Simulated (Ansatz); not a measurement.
Cost and result for the atomization energy of C₂H₇BrN₂Si (`C=C[Si](N)(N)Br`) (13 atoms, 12 bonds).

```xyz
13

C    -2.168    0.731    0.354
C    -0.887    0.589    0.680
Si    0.419   -0.268   -0.321
N     1.742    0.649   -0.874
N     1.065   -1.492    0.666
Br   -0.570   -0.959   -2.222
H    -2.566    0.325   -0.571
H    -2.869    1.259    0.995
H    -0.551    1.021    1.624
H     2.420    1.010   -0.223
H     1.673    1.207   -1.708
H     0.457   -2.023    1.269
H     1.834   -2.050    0.330
```

The species carries charge 0 and has multiplicity 1. Correlated methods include outer-core shells of Br, which these sets cover unevenly. Scalar relativity is left out up to krypton. The structure was optimised at the PBE0-D4/def2-TZVP level. It is one conformer, not always the lowest. Program: Ansatz. All runs use 2 threads of an AMD EPYC 7R13 on a shared host and a share of an NVIDIA H100 80 GB. Times are those of one run each, without the atoms' runs, and a repeat can differ threefold. Electronic energies, without spin–orbit coupling; frozen cores. CCSD(T)/CBS adds CCSD(T) − MP2 in def2-TZVPP to the MP2 limit, and its time is that of the two runs behind it. T1 = 0.009. With those shells the extrapolation isn't a true limit. B3LYP takes the VWN-RPA correlation (the form of Gaussian; ORCA's B3LYP/G).

CCSD(T)/CBS is a level of theory with its own doubt, some kJ/mol a heavy atom from the limit and from the frozen cores, so smaller differences don't rank the functionals.

```csv
level,functions,wall time,atomization (kcal/mol),difference from CCSD(T)/CBS,per bond
PBE0-D4/def2-TZVPP,312,6 s,1178.4,-0.1,0.0
B2PLYP/def2-TZVPP,312,7 s,1162.7,-15.8,-1.3
r2SCAN-D4/def2-TZVPP (with forces),312,7.5 s,1174.6,-3.9,-0.3
B3LYP-D4/def2-TZVPP (with forces),312,8 s,1178.1,-0.4,0.0
PBE-D4/def2-TZVPP (with forces),312,8 s,1200.0,21.5,1.8
ωB97X-V/def2-TZVPP,312,8 s,1179.4,0.9,0.1
MP2/def2-QZVPP,597,11 s,1183.1,4.6,0.4
ωB97M-V/def2-TZVPP (with forces),312,12 s,1180.7,2.2,0.2
CCSD(T)/def2-TZVPP,312,20 s,1140.4,-38.1,-3.2
CCSD(T)/CBS(def2),–,30 s,1178.5,0.0,0.0
```

In def2-TZVPP, CCSD(T) changes the Hartree–Fock value by +306.1 kcal/mol (the triples alone add +19.1 kcal/mol) and MP2 by +326.2 kcal/mol; breaking electron pairs costs correlation energy, which Hartree–Fock lacks. From PBE to PBE0 (25 % exact exchange), in def2-TZVPP and without D4, the atomization energy moves by −20.4 kcal/mol: exact exchange takes away binding that semilocal exchange gives to molecules. The D4 term adds +13.7 kcal/mol with B3LYP and +7.3 kcal/mol with PBE0; it sums over pairs of atoms, weighted by their polarisabilities, and B3LYP, whose exchange is more repulsive, gets the larger term.
